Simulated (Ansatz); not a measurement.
Cost and result for the atomization energy of B₂Cl₄H₂, SMILES `Cl[B@H-]1[Cl+][B@H-](Cl)[Cl+]1` (8 atoms, 8 bonds).

```xyz
8

Cl   -0.4412    2.1519    1.6380
B     0.2697    0.6077    1.1628
Cl    1.0987    0.6882   -0.6139
B    -0.2691   -0.6077   -1.1617
Cl    0.4324   -2.1510   -1.6528
Cl   -1.0897   -0.6985    0.6184
H     1.0251    0.0748    1.9046
H    -1.0259   -0.0654   -1.8954
```

The species carries charge 0 and has multiplicity 1. The structure was optimised at the PBE0-D4/def2-TZVP level. Program: Ansatz. All runs use 4 threads of an Arm Neoverse V2 on a shared host. Times are those of one run each, without the atoms' runs, and a repeat can differ threefold. Electronic energies, without spin–orbit coupling; frozen cores. CCSD(T)/CBS adds CCSD(T) − MP2 in def2-TZVPP to the MP2 limit, and its time is that of the two runs behind it. T1 = 0.010. B3LYP takes the VWN-RPA correlation (the form of Gaussian; ORCA's B3LYP/G). HSE06 is the plane-wave form, built on full-range PBE exchange.

CCSD(T)/CBS is a level of theory with its own doubt, some kJ/mol a heavy atom from the limit and from the frozen cores, so smaller differences don't rank the functionals.

```tsv
level	functions	wall time
LDA (SPW92)/def2-TZVPP	258	1.6 s
revPBE-D4/def2-TZVPP	258	2.6 s
HSE06-D4/def2-TZVPP	258	4.7 s
CCSD(T)/def2-SVP	110	4.9 s
r2SCAN-D4/def2-TZVPP (with forces)	258	6.5 s
B3LYP-D4/def2-TZVPP (with forces)	258	7 s
B2PLYP/def2-TZVPP	258	7 s
PBE-QIDH/def2-TZVPP	258	7 s
B97M-V/def2-TZVPP	258	12 s
ωB97M-V/def2-TZVPP (with forces)	258	15 s
MP2/def2-QZVPP	454	22 s
CCSD(T)/def2-TZVPP	258	3.3 min
CCSD(T)/CBS(def2)	–	3.7 min
```

What atomization energy does each give, and how far from CCSD(T)/CBS? (Best estimate.)

Ansatz gave: 
```csv
level,atomization (kcal/mol),difference from CCSD(T)/CBS,per bond
LDA (SPW92)/def2-TZVPP,728.7,109.6,13.7
revPBE-D4/def2-TZVPP,627.9,8.8,1.1
HSE06-D4/def2-TZVPP,634.9,15.8,2.0
CCSD(T)/def2-SVP,590.1,-29.0,-3.6
r2SCAN-D4/def2-TZVPP (with forces),635.4,16.3,2.0
B3LYP-D4/def2-TZVPP (with forces),615.3,-3.8,-0.5
B2PLYP/def2-TZVPP,610.5,-8.6,-1.1
PBE-QIDH/def2-TZVPP,630.2,11.1,1.4
B97M-V/def2-TZVPP,632.6,13.5,1.7
ωB97M-V/def2-TZVPP (with forces),630.2,11.1,1.4
MP2/def2-QZVPP,640.9,21.8,2.7
CCSD(T)/def2-TZVPP,602.0,-17.1,-2.1
CCSD(T)/CBS(def2),619.1,0.0,0.0
```

From BLYP to BHLYP (50 % exact exchange), in def2-TZVPP and without D4, the atomization energy moves by −7.2 kcal/mol: exact exchange takes away binding that semilocal exchange gives to molecules. In def2-TZVPP, CCSD(T) changes the Hartree–Fock value by +139.4 kcal/mol (the triples alone add +14.9 kcal/mol) and MP2 by +168.5 kcal/mol; breaking electron pairs costs correlation energy, which Hartree–Fock lacks. At CCSD(T), def2-SVP lies −29.0 kcal/mol from the extrapolated value and def2-TZVPP −17.1 kcal/mol: correlation converges slowly with the basis, and small sets miss more of it in the bonded molecule than in its fragments.
